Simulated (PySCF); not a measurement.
disilinane (C4H12Si2), SMILES C1CC[SiH2][SiH2]C1. Atoms are numbered in the order given.

```xyz
18

C      0.2310    -0.7347    -1.7157
C     -0.2310     0.7347    -1.7157
C      0.3638     1.6283    -0.6058
Si    -0.1780     1.1544     1.1585
Si     0.1780    -1.1544     1.1585
C     -0.3638    -1.6283    -0.6058
H      1.3354    -0.7636    -1.6661
H     -0.0367    -1.1722    -2.6927
H      0.0367     1.1722    -2.6927
H     -1.3354     0.7636    -1.6661
H      1.4677     1.5843    -0.6502
H      0.0928     2.6824    -0.7913
H      0.5760     1.9326     2.1835
H     -1.6329     1.4515     1.3267
H     -0.5760    -1.9326     2.1835
H      1.6329    -1.4515     1.3267
H     -1.4677    -1.5843    -0.6502
H     -0.0928    -2.6824    -0.7913
```

Coordinates come from a TPSSh-D3(BJ)/def2-SVP optimisation. Other conformers were not sampled.

Level of theory: PySCF with TDA-PBE/def2-SVPD.

Vertical excitations. Gas-phase values at a fixed geometry. State labels are in the subgroup C2.

**Question.** Give excitation energies, oscillator strengths and character. (Estimate from the structure and the level; the computed values follow.)

**Answer.** 
```csv
state,symmetry,energy (eV),λ (nm),f,main pairs
S1,A,5.99,207,0.026,HOMO→LUMO 93 %
S2,B,6.32,196,0.030,HOMO→LUMO+1 87 %
S3,B,6.46,192,0.009,HOMO−1→LUMO 86 %
S4,A,6.58,188,0.003,"HOMO→LUMO+3 65 %, HOMO−1→LUMO+1 33 %"
S5,A,6.69,185,0.030,"HOMO−1→LUMO+1 62 %, HOMO→LUMO+3 29 %"
S6,B,6.76,184,0.068,"HOMO→LUMO+2 74 %, HOMO→LUMO+5 13 %"
T1,A,5.49,226,0,HOMO→LUMO 97 %
T2,B,5.67,219,0,HOMO→LUMO+1 96 %
```
Triplets are in the Tamm–Dancoff approximation.
